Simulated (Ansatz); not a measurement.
Total energies of the cluster Ag2Br from Ansatz at r2SCAN-D4/def2-TZVP, gas phase (1 Eh = 27.2114 eV = 2625.5 kJ/mol). The reference geometry is relaxed at r2SCAN-D4/def2-TZVP.

Cartesian coordinates in Å:
```
Ag -0.0832 0.7956 0.1064
Ag -1.3224 -0.5293 -1.7978
Br 1.4056 -0.2662 1.6915
```

| state | geometry | energy (Eh) |
| --- | --- | --- |
| charge 0 doublet | reference | -2868.26790 |
| charge 1 singlet | reference | -2867.96266 |
| charge 0 quartet | relaxed at r2SCAN-D4/def2-TZVP | -2868.14963 |
| free Ag atom (doublet) | – | -147.01662 |
| free Br atom (doublet) | – | -2574.09258 |

In the def2 sets Ag takes a core potential; there is no spin–orbit coupling.

**Question.** Work out the vertical ionisation energy to the singlet.

**Answer.** E(charge 1 singlet) − E(charge 0 doublet) = -2867.96266 − (-2868.26790) = 0.30524 Eh = 8.31 eV. For comparison, −ε of the highest occupied level of the spin that leaves is 5.86 eV at this level, 2.45 eV less.

**Question.** Which of the charge 0 states is lowest, and how far above it are the others?

**Answer.** The doublet. quartet: -2868.14963 − (-2868.26790) = 0.11827 Eh = 310.5 kJ/mol.

**Question.** What is the binding energy per atom against free atoms?

**Answer.** Atoms: 2 × (-147.01662) + 1 × (-2574.09258) = -2868.12582 Eh. Binding: -2868.12582 − (-2868.26790) = 0.14208 Eh = 3.87 eV, or 1.29 eV for each of 3 atoms (no zero-point energy, no counterpoise term).

This restricted singlet of an open-shell metal (gap down to 0.51 eV) wasn't tested against broken symmetry. 

The structure comes from a short search, and lower isomers may exist.
